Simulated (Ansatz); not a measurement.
One change: `O=C=NC[SiH3]` becomes `O=C=[N][GaH][Cl]`.

Ansatz, PBE0-D4/def2-TZVP geometries, multiplicity 1. Each molecule was computed in one conformer, which needn't be the lowest.

Scalar relativity is left out up to krypton.

```csv
property,`O=C=NC[SiH3]`
LUMO energy (PBE0/def2-TZVPP) / eV,-0.07
HOMO energy (PBE0/def2-TZVPP) / eV,-7.76
size of the dipole moment (B3LYP/def2-TZVPP) / D,2.83
HOMO–LUMO gap (PBE/def2-TZVPP) / eV,5.52
"ideal-gas entropy at 298 K and 1 bar (rigid rotor, harmonic PBE0-D4/def2-TZVP) / J/(mol·K)",340
HOMO–LUMO gap (B3LYP/def2-TZVPP) / eV,7.20
```

Give the same properties after the change, and the shifts. (Best estimate.)

Ansatz gave: 
| property | `O=C=[N][GaH][Cl]` | shift |
| --- | --- | --- |
| LUMO energy (PBE0/def2-TZVPP) / eV | -1.83 | -1.76 |
| HOMO energy (PBE0/def2-TZVPP) / eV | -8.83 | -1.07 |
| size of the dipole moment (B3LYP/def2-TZVPP) / D | 2.51 | -0.32 |
| HOMO–LUMO gap (PBE/def2-TZVPP) / eV | 4.84 | -0.68 |
| ideal-gas entropy at 298 K and 1 bar (rigid rotor, harmonic PBE0-D4/def2-TZVP) / J/(mol·K) | 350 | 10 |
| HOMO–LUMO gap (B3LYP/def2-TZVPP) / eV | 6.47 | -0.73 |

With PBE0 the HOMO falls by 1.07 eV and the LUMO falls by 1.76 eV, so the gap narrows by about 0.69 eV. PBE moves the HOMO by -0.98 eV and ωB97M-V by -1.10 eV. The zero-point energy changes by -116.1 kJ/mol with -12 modes. Dipoles are sizes alone; their direction can turn. Modes under 60 cm⁻¹, often nearly free rotors, make the harmonic entropy too high.

Positive LUMOs are unbound, so they and the gaps depend on the basis.

B3LYP here is the variant with VWN-RPA as its local correlation; programs differ in this.
